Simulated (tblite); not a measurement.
Compound: C6H11OS (charge -1).
SMILES with atom numbers: `[CH3:1][S:2][CH2:3][CH2:4][CH2:5]/[CH:6]=[CH:7]/[O-:8]` (hydrogens: H9, H10, H11 on C1; H12, H13 on C3; H14, H15 on C4; H16, H17 on C5; H18 on C6; H19 on C7)
Bond orders are those of one Lewis drawing.

Computed with GFN2-xTB (tblite), gas phase: L-BFGS steps from a force-field or distance-geometry start until the largest atomic force falls under 0.01 eV/Å.

The end geometry, which sets the zero of energy:
```
atom  x, y, z in Å
C1      1.9784    0.5732   -1.0339
S2      2.2670    0.9118    0.7255
C3      0.5841    0.6026    1.3577
C4      0.1637   -0.8596    1.3286
C5     -1.2419   -1.0020    0.6898
C6     -1.2609   -0.5773   -0.7413
C7     -1.6988    0.6387   -1.1666
O8     -1.6677    1.1378   -2.3226
H9      2.7109    1.1399   -1.6007
H10     0.9660    0.8778   -1.2898
H11     2.1010   -0.4898   -1.2247
H12    -0.0755    1.1883    0.7142
H13     0.5732    1.0180    2.3657
H14     0.1763   -1.2778    2.3419
H15     0.8669   -1.4401    0.7271
H16    -1.9444   -0.3935    1.2713
H17    -1.5433   -2.0541    0.7986
H18    -0.7997   -1.2552   -1.4514
H19    -2.1652    1.2704   -0.3433
```

Question: These geometries come from the run, each turned onto the end geometry. Order them by energy, lowest first.
A.
```
atom  x, y, z in Å
C1      2.6534    0.5545   -0.8039
S2      2.2943    1.0161    0.9158
C3      0.5111    0.6593    0.9469
C4      0.1861   -0.8140    1.0855
C5     -1.3010   -1.0409    0.7262
C6     -1.6451   -0.5625   -0.6468
C7     -2.3183    0.5962   -0.8813
O8     -2.6347    1.1336   -1.9745
H9      3.6896    0.8161   -0.9966
H10     1.9886    1.1075   -1.4621
H11     2.5044   -0.5142   -0.9350
H12     0.0769    1.0305    0.0134
H13     0.1106    1.2372    1.7795
H14     0.4065   -1.1666    2.1000
H15     0.7977   -1.3908    0.3863
H16    -1.9122   -0.5063    1.4621
H17    -1.5004   -2.1175    0.8363
H18    -1.2863   -1.1611   -1.4765
H19    -2.6311    1.1320    0.0707
```
B.
```
atom  x, y, z in Å
C1      2.3768    0.5855   -0.9401
S2      2.3216    0.9184    0.8445
C3      0.5514    0.6152    1.1552
C4      0.1681   -0.8513    1.2169
C5     -1.2950   -1.0203    0.7344
C6     -1.4753   -0.5716   -0.6795
C7     -2.0560    0.6083   -1.0289
O8     -2.1901    1.1258   -2.1698
H9      3.3080    1.0038   -1.3146
H10     1.5222    1.0644   -1.4117
H11     2.3462   -0.4865   -1.1197
H12     0.0064    1.0876    0.3324
H13     0.3223    1.1340    2.0863
H14     0.3031   -1.2398    2.2326
H15     0.8126   -1.4303    0.5506
H16    -1.9485   -0.4350    1.3922
H17    -1.5605   -2.0810    0.8600
H18    -1.0275   -1.1953   -1.4466
H19    -2.4956    1.1771   -0.1482
```
C.
```
atom  x, y, z in Å
C1      2.8997    0.5618   -0.6389
S2      2.3813    0.9329    1.0617
C3      0.5771    0.7102    0.8759
C4      0.1932   -0.7624    0.8907
C5     -1.3273   -0.9659    0.7391
C6     -1.8101   -0.5900   -0.6201
C7     -2.6306    0.4573   -0.8729
O8     -3.0897    0.8832   -1.9714
H9      3.9753    0.7062   -0.7140
H10     2.3933    1.2411   -1.3219
H11     2.6587   -0.4683   -0.8936
H12     0.2624    1.2087   -0.0452
H13     0.0960    1.2277    1.7129
H14     0.5127   -1.2136    1.8325
H15     0.7040   -1.3041    0.0872
H16    -1.8464   -0.4133    1.5374
H17    -1.5499   -2.0306    0.9057
H18    -1.4737   -1.1874   -1.4578
H19    -2.9359    1.0156    0.0387
```
D.
```
atom  x, y, z in Å
C1      2.8778    0.5700   -0.6670
S2      2.3453    1.0164    1.0097
C3      0.5583    0.6743    0.8809
C4      0.2038   -0.7957    0.9253
C5     -1.3199   -0.9699    0.7221
C6     -1.7894   -0.5749   -0.6384
C7     -2.6050    0.4866   -0.8746
O8     -3.0628    0.9145   -1.9665
H9      3.9533    0.7123   -0.7130
H10     2.3805    1.2146   -1.3869
H11     2.6317   -0.4702   -0.8587
H12     0.1936    1.1212   -0.0445
H13     0.1147    1.1984    1.7274
H14     0.5188   -1.2221    1.8844
H15     0.7262   -1.3329    0.1290
H16    -1.8353   -0.3627    1.4745
H17    -1.5508   -2.0261    0.9376
H18    -1.4475   -1.1930   -1.4618
H19    -2.9032    1.0482    0.0665
```
E.
```
atom  x, y, z in Å
C1      2.0046    0.6016   -1.0435
S2      2.2903    0.8579    0.7322
C3      0.5919    0.5784    1.3332
C4      0.1561   -0.8786    1.3419
C5     -1.2546   -0.9999    0.7107
C6     -1.2602   -0.5749   -0.7205
C7     -1.7226    0.6276   -1.1575
O8     -1.6660    1.1282   -2.3125
H9      2.7604    1.1649   -1.5837
H10     1.0068    0.9557   -1.2921
H11     2.0828   -0.4559   -1.2822
H12    -0.0436    1.1376    0.6421
H13     0.5442    1.0307    2.3241
H14     0.1678   -1.2773    2.3631
H15     0.8466   -1.4827    0.7481
H16    -1.9442   -0.3712    1.2862
H17    -1.5782   -2.0450    0.8282
H18    -0.7535   -1.2314   -1.4194
H19    -2.2384    1.2433   -0.3522
```

Answer: E (0.005 eV), B (0.013 eV), A (0.027 eV), D (0.050 eV), C (0.108 eV).

In the order of the answer:

```
step  E above end (eV)  largest force (eV/Å)  rms force component (eV/Å)  rms distance from end (Å)  rms bond change (Å)  bond most changed (Å)
 114             0.005                  0.04                       0.012                      0.052                0.001           C1–S2 +0.002
  95             0.013                  0.07                       0.017                      0.343                0.001           C3–C4 -0.005
  70             0.027                  0.04                       0.014                      0.624                0.002           C3–C4 -0.007
  25             0.050                  0.04                       0.015                      0.831                0.002           C3–C4 -0.009
   1             0.108                  0.57                       0.152                      0.854                0.007          C7–H19 -0.026
```

What follows is the cost of the whole relaxation. Hardware: an Intel Xeon Platinum 8259CL at 2.50 GHz with one thread, shared host. Cost: 1.8 s.
